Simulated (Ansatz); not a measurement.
Cost and result for the atomization energy of CH$_{5}$BClFSi (`FB(Cl)C[SiH3]`) (10 atoms, 9 bonds).

Z-matrix (Å, degrees):
```
C
Si 1 1.890
B 1 1.542 2 111.6
H 1 1.094 2 106.9 3 -121.3
H 1 1.093 2 106.1 3 121.9
H 2 1.486 1 109.3 3 176.7
H 2 1.485 1 110.0 3 -63.3
H 2 1.486 1 110.1 3 57.0
Cl 3 1.761 1 122.2 2 85.4
F 3 1.321 1 121.3 2 -92.3
```

Charge 0, multiplicity 1. Geometry: relaxed with PBE0-D4/def2-TZVP. It is one conformer, not always the lowest. Program: Ansatz. All runs use 4 threads of an Arm Neoverse V1 on a shared host. Times are those of one run each, without the atoms' runs, and a repeat can differ threefold. Electronic energies, without spin–orbit coupling; frozen cores. CCSD(T)/CBS adds CCSD(T) − MP2 in def2-TZVPP to the MP2 limit, and its time is that of the two runs behind it. T1 = 0.012. B3LYP takes the VWN-RPA correlation (the form of Gaussian; ORCA's B3LYP/G).

CCSD(T)/CBS is a level of theory with its own doubt, some kJ/mol a heavy atom from the limit and from the frozen cores, so smaller differences don't rank the functionals.

| level | functions | wall time | atomization (kcal/mol) | difference from CCSD(T)/CBS | per bond |
| --- | --- | --- | --- | --- | --- |
| PBE-D4/def2-TZVPP (with forces) | 247 | 2.7 s | 891.6 | 12.0 | 1.3 |
| PBE0-D4/def2-TZVPP | 247 | 3.3 s | 881.9 | 2.3 | 0.3 |
| B3LYP-D4/def2-TZVPP (with forces) | 247 | 5 s | 879.1 | -0.5 | -0.1 |
| r2SCAN-D4/def2-TZVPP (with forces) | 247 | 5.5 s | 887.1 | 7.5 | 0.8 |
| B2PLYP/def2-TZVPP | 247 | 5.5 s | 871.8 | -7.8 | -0.9 |
| ωB97X-V/def2-TZVPP | 247 | 8.5 s | 884.6 | 5.0 | 0.6 |
| ωB97M-V/def2-TZVPP (with forces) | 247 | 13 s | 885.4 | 5.8 | 0.6 |
| MP2/def2-QZVPP | 461 | 21 s | 888.1 | 8.5 | 0.9 |
| CCSD(T)/def2-TZVPP | 247 | 2.4 min | 859.8 | -19.8 | -2.2 |
| CCSD(T)/CBS(def2) | – | 2.7 min | 879.6 | 0.0 | 0.0 |

From PBE to PBE0 (25 % exact exchange), in def2-TZVPP and without D4, the atomization energy moves by −8.9 kcal/mol: exact exchange takes away binding that semilocal exchange gives to molecules. In def2-TZVPP, CCSD(T) changes the Hartree–Fock value by +178.9 kcal/mol (the triples alone add +11.2 kcal/mol) and MP2 by +195.5 kcal/mol; breaking electron pairs costs correlation energy, which Hartree–Fock lacks. The D4 term adds +8.5 kcal/mol with B3LYP and +4.4 kcal/mol with PBE0; it sums over pairs of atoms, weighted by their polarisabilities, and B3LYP, whose exchange is more repulsive, gets the larger term.
